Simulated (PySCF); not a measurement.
**BiH⁺ at UHF-CCSD(T)**

Computed with UHF-CCSD(T); PySCF, scalar-relativistic core potentials, basis sets Bi def2-TZVP with ECP60, H def2-TZVP.

```json
{
 "state": "²Π (doublet), unpaired electrons π ↑",
 "bond length": "1.787 Å",
 "harmonic wavenumber": "1861 cm⁻¹",
 "force constant": "2.05 mdyn/Å",
 "rotational constant Be": "5.264 cm⁻¹",
 "anharmonicity ωexe": "31.9 cm⁻¹",
 "vibration–rotation constant αe": "0.138 cm⁻¹"
}
```

Correlated steps freeze 4 core orbitals. These are scalar-relativistic numbers at best; spin–orbit coupling would shift them, the dissociation energy most. The state was picked by a PBE0 search and need not be the measured ground state.
